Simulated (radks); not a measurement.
Task: Successive ionisation energies (eV) of one element, from differences of total energies of ions in their ground configurations, starting at charge 0: 11.675, 24.586, 47.106, 64.921, 391.21, 488.92. Calculated with a radial shooting solver on a logarithmic mesh with Libxc functionals: non-relativistic Kohn-Sham, PBE, spin-polarised, spherical densities, point nucleus; open shells are filled with parallel spins first. Which element is it?

Result: Carbon (Z = 6). The first species listed is C in [He] 2s2 2p2, the last C5+ in 1s1.
